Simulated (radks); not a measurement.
Results of a calculation; reference values are marked as such.
Coherent X-ray form factor from a spherical all-electron density. Code: a radial shooting solver on a logarithmic mesh with Libxc functionals. Model: scalar-relativistic Kohn-Sham, PBE, spin-polarised, spherical densities, finite nucleus; Fermi nuclear charge, rms radius of each element as measured or else 0.836 A^(1/3) + 0.57 fm.

| sin(theta)/lambda (1/angstrom) | f0 (electrons) |
|---|---|
| 0.05 | 21.936 |
| 0.1 | 21.744 |
| 0.15 | 21.430 |
| 0.2 | 21.002 |
| 0.25 | 20.472 |
| 0.3 | 19.852 |
| 0.4 | 18.403 |
| 0.5 | 16.784 |
| 0.6 | 15.116 |
| 0.8 | 12.022 |
| 1 | 9.607 |
| 1.25 | 7.627 |
| 1.5 | 6.470 |
| 2 | 5.143 |

The species is in the configuration that NIST lists as its ground one. Which atom or ion scatters so?

Answer. The krypton ion Kr14+, [Ar] 3d4. Extrapolating in s^2 from the first two rows gives f0(0) = 22.0, near the electron count 22; among species with that count, the fall with angle is slower the higher Z, and the table is that of Z = 36; from so few rows the species is fixed only to a neighbour or two.
